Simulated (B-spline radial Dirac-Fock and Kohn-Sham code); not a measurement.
# 2s emission of Tc⁵⁺

System: the Tc⁵⁺ ion in the configuration 1s2 2s2 2p6 3s2 3p6 3d10 4s2 4p6 4d2, inside a Watson sphere of charge -5 and radius 2.7 Å (a model of the Madelung potential; inside it an electron's potential energy is raised by 26.7 eV).

The run's input, task.json:

```json
{"items": [{
  "Z": 43,
  "q": 5,
  "cfg": [[1, 0, 2], [2, 0, 2], [2, 1, 6], [3, 0, 2], [3, 1, 6], [3, 2, 10], [4, 0, 2], [4, 1, 6], [4, 2, 2]],
  "A": 97,
  "rrms": 4.4112,
  "watson": [-5, 2.7],
  "do": ["binding", "quiet", "decay"],
  "holes": ["K", "L1", "L2", "L3", "M1", "M2", "M3", "M4", "M5", "N1", "N2", "N3"]
}]}
```

Run with: `python xray_run.py task.json out`

These are calculated numbers from an atomic code on a B-spline grid; the model is independent-particle radiative and Coulomb Auger rates from relativistic LDA hole-state orbitals, with Dirac-Fock energies.

| line | multipole | energy (eV) | rate (s⁻¹) | share (%) |
| --- | --- | --- | --- | --- |
| L1-L2 | E1 | 254.0 | 1.01e+11 | 0.132 |
| L1-L3 | E1 | 370.5 | 6.56e+11 | 0.862 |
| Lβ4 | E1 | 2600.5 | 2.32e+13 | 30.5 |
| Lβ3 | E1 | 2620.6 | 3.97e+13 | 52.2 |
| L1-M4 | E2 | 2793.6 | 2.21e+11 | 0.290 |
| L1-M5 | E2 | 2797.2 | 3.29e+11 | 0.432 |
| Lγ2 | E1 | 3014.4 | 4.33e+12 | 5.69 |
| Lγ3 | E1 | 3017.7 | 7.57e+12 | 9.95 |

The listed lines hold 100.0 % of the radiative rate. The radiative width is 0.0501 eV in the length form and 0.0499 eV in the velocity form; the two differ because the transition energies are not eigenvalue differences of the potential that gave the orbitals.
